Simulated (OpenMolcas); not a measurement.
An atom or ion with 8 electrons was computed by XMS-CASPT2, IPEA 0.25 Eh, imaginary shift 0.1 Eh with spin-orbit coupling (OpenMolcas, ANO-RCC-VTZP, DKH2). The lowest levels that the run gave, each within 12 % of the measured value where one is at hand:

```json
{"J": "2", "Parity": "even", "E (cm-1)": "0.0", "g": "1.501"}
{"J": "1", "Parity": "even", "E (cm-1)": "149", "g": "1.501"}
{"J": "0", "Parity": "even", "E (cm-1)": "222", "g": ""}
{"J": "2", "Parity": "even", "E (cm-1)": "16210", "g": "1.000"}
{"J": "0", "Parity": "even", "E (cm-1)": "36220", "g": ""}
```

Problem. Which ion is it, and what are the configurations and terms?

Solution. neutral oxygen (Z = 8, neutral; active space 4 electrons in 3 orbitals (2p)). J, parity and g give the terms where levels are pure, and mixed ones are named by the computed weights; the size of the splittings, set against known spectra of the 8-electron sequence, gives the charge. In order, with the measured energies in cm-1 (NIST Handbook of Basic Atomic Spectroscopic Data): 2s2 2p4 3P2, 2s2 2p4 3P1 (158), 2s2 2p4 3P0 (227), 2s2 2p4 1D2 (15868), 2s2 2p4 1S0 (33793).

Term energies are means over components that CASPT2 splits; among the terms shown or strongly mixed into the levels shown the widest spread is 1000 cm-1 (2s2 2p4 1D). With the s shell closed, the reference lacks s² → p² mixing. Computed and measured levels are paired by configuration, term and J; levels that our copy of the source lacks, or whose pairing is in doubt (as where it misses far off the trend of its configuration), stay unpaired and out of the deviations. Levels of configurations outside the active space are missing.
